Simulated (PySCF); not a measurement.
C₄H₁₂BNO.
SMILES: `CC[C@@H](C)OBN`

All values: CAM-B3LYP/def2-SVPD (PySCF, non-relativistic), on one gas-phase PBE0-D3(BJ)/def2-SVP geometry that isn't relaxed in the solvent. The solvent is an IEF-PCM continuum (cavity from Bondi-type radii × 1.2), and excitations are vertical TDDFT with non-equilibrium linear response and a frozen core. Only the electrostatic response of the medium enters.

Gas-phase singlets (H = HOMO, L = LUMO):

| state | E (eV) | λ (nm) | f | leading configurations |
| --- | --- | --- | --- | --- |
| S1 | 7.038 | 176 | 0.029 | H→L 84% |
| S2 | 8.002 | 155 | 0.030 | H→L+3 30%, H→L+2 27% |
| S3 | 8.220 | 151 | 0.075 | H→L+4 46%, H→L+2 22% |
| S4 | 8.299 | 149 | 0.007 | H-1→L 40%, H→L+1 17% |
| S5 | 8.350 | 148 | 0.036 | H-1→L 24%, H→L+1 18% |

**Question.** Give the list for dichloromethane (ε = 8.93), n² = 2.03.

**Answer.** 
```csv
state,E (eV),λ (nm),f,leading configurations,change by rank (eV)
S1,7.197,172,0.042,H→L 81%,+0.159
S2,7.973,156,0.147,"H→L+3 56%, H→L+4 27%",-0.029
S3,8.194,151,0.023,"H→L+3 26%, H→L+2 24%",-0.026
S4,8.370,148,0.022,"H→L+1 38%, H→L+2 16%",+0.071
S5,8.395,148,0.009,"H-1→L 26%, H-1→L+3 26%",+0.045
```

**Question.** Give the list for water (ε = 78.36), n² = 1.78.

**Answer.** 
| state | E (eV) | λ (nm) | f | leading configurations | change by rank (eV) |
| --- | --- | --- | --- | --- | --- |
| S1 | 7.230 | 171 | 0.041 | H→L 80% | +0.192 |
| S2 | 7.963 | 156 | 0.147 | H→L+3 41%, H→L+4 23% | -0.039 |
| S3 | 8.191 | 151 | 0.019 | H→L+3 36%, H→L+4 19% | -0.029 |
| S4 | 8.395 | 148 | 0.018 | H→L+1 28%, H→L+2 21% | +0.096 |
| S5 | 8.402 | 148 | 0.009 | H-1→L 20%, H-1→L+2 20% | +0.052 |

**Question.** How do the frontier levels move from gas to water?

**Answer.** 
| orbital | gas (eV) | solvent (eV) | change (eV) |
| --- | --- | --- | --- |
| LUMO+2 | 1.85 | 1.97 | +0.12 |
| LUMO+1 | 1.73 | 1.88 | +0.15 |
| LUMO | 1.04 | 1.18 | +0.14 |
| HOMO | -9.16 | -9.09 | +0.07 |
| HOMO-1 | -9.98 | -9.97 | +0.01 |
| HOMO-2 | -10.49 | -10.41 | +0.08 |
| HOMO-3 | -10.72 | -10.72 | 0.00 |

The HOMO–LUMO gap goes from 10.20 to 10.27 eV. Rows go by rank; for LUMO, LUMO+1 and LUMO+2 the atom shares or the degeneracy differ between the runs, so the row needn't follow one orbital.

Hardware: one thread, Arm Neoverse N1 (aarch64), shared host with 64 logical CPUs at a one-minute load of 34. Cost: 80 s wall, 1.2 GiB resident at most. This is the whole response run at CAM-B3LYP/def2-SVPD in water, SCF included.

Shape of the structure used: `[CH3:1][CH2:2][C@@H:3]([CH3:4])[O:5][BH:6][NH2:7]`: C1–C2–C3–C4 177°, C2–C3–O5–B6 154°, C3–O5–B6–N7 0°, H–N7–B6–O5 0°, H–N7–B6–O5 -178°.
